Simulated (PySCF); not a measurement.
**Correlation energy of In⁺ (indium, charge +1)**

Starting occupation: [Kr] 4d10 5s2. All numbers are calculated (PySCF 2.14, X2C-1e with screened-nucleus spin-orbit coupling, Gaussian nucleus, in x2c-SVPall-2c). Frozen: [Ar] 3d10; 20 electrons correlated; the 6 highest virtual spinors left out.

MP2 pair energies summed by pair of shells (mhartree):

```tsv
pair	energy	share (%)
5s1/2-5s1/2	-20.49	25.4
4d3/2-4d5/2	-7.51	9.3
4d5/2-4p3/2	-7.33	9.1
4d5/2-4d5/2	-6.21	7.7
4d5/2-5s1/2	-5.84	7.2
4p1/2-4p3/2	-5.39	6.7
4d3/2-4p3/2	-4.96	6.1
4p3/2-4p3/2	-4.54	5.6
4d3/2-5s1/2	-3.97	4.9
4d5/2-4p1/2	-3.73	4.6
4d3/2-4d3/2	-2.75	3.4
4d3/2-4p1/2	-2.33	2.9
4d5/2-4s1/2	-1.06	1.3
4p1/2-4p1/2	-1.00	1.2
4p3/2-5s1/2	-0.92	1.1
4d3/2-4s1/2	-0.69	0.9
4p3/2-4s1/2	-0.61	0.8
4s1/2-4s1/2	-0.49	0.6
4p1/2-5s1/2	-0.39	0.5
4p1/2-4s1/2	-0.32	0.4
4s1/2-5s1/2	-0.19	0.2
```

Total MP2 correlation energy: -80.71 mhartree.

This basis was not built for core-valence correlation, so the inner-shell part is incomplete.
